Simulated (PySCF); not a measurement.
Several structures and their simulated spectra, in scrambled order.

A. SMILES O(C)c1pcpcc1C
B. SMILES [SiH2](OC)OCC(=O)O[SiH3]
C. SMILES O=P1(P)CCOCC1

Spectrum 1. 1H NMR (500 MHz, computed): δ 5.00 (s, 2H), 4.91 (s, 2H), 4.82 (s, 3H), 3.79 (s, 3H). 13C{1H} NMR (computed): δ 180.5 (C), 66.2 (CH2), 49.7 (CH3).

Spectrum 2. 1H NMR (500 MHz, computed): δ 4.31 (m, 2H), 4.20 (m, 2H), 2.72 (m, 2H), 1.68 (m, 2H), 1.59 (m, 2H). 13C{1H} NMR (computed): δ 67.0 (CH2), 37.3 (CH2).

Spectrum 3. 1H NMR (500 MHz, computed): δ 10.59 (m, 1H), 9.18 (m, 1H), 4.34 (s, 3H), 2.66 (s, 3H). 13C{1H} NMR (computed): δ 201.9 (C), 190.3 (CH), 164.0 (CH), 139.4 (C), 60.3 (CH3), 26.4 (CH3).

One computed conformer, non-relativistic Hamiltonian, gas phase, equivalent nuclei averaged. GIAO PBE0/pcSseg-1 shieldings; geometry from GFN2-xTB; PySCF 2.14.

Scale: 1H (σ = 31.72 ppm), 13C (σ = 186.93 ppm) against TMS (reference shieldings calculated alike). Splittings of carbon signals by F and P are missing where no couplings were computed. Where no couplings were computed, multiplicities follow the n + 1 count of equivalent neighbours, and m marks all less simple cases (inequivalent or close neighbours, rings, F or P nearby). Shifts are as computed. Against solution values, carbons near 30 ppm lie about +3 ppm off and those near 130 ppm about +5 ppm. Of 1211 compounds with measured shifts, 218 miss one by over three times the rms of a fit or turn the order of signals round; such compounds aren't used in these exercises.

Q: Which spectrum belongs to which compound?

A: 1–B, 2–C, 3–A.

- Spectrum 1 (B): 3 13C signals; δC 66.2 is an sp3 CH2 bonded to O, α to a carbonyl; δC 49.7 is a methyl carbon bonded to O.
- Spectrum 2 (C): 2 13C signals; δC 67.0 is an sp3 CH2 bonded to O; δH 4.31 is the hydrogen on an sp3 CH2 bonded to O.
- Spectrum 3 (A): 6 13C signals; δC 201.9 is an aromatic carbon bearing oxygen; δC 60.3 is a methyl carbon bonded to O.
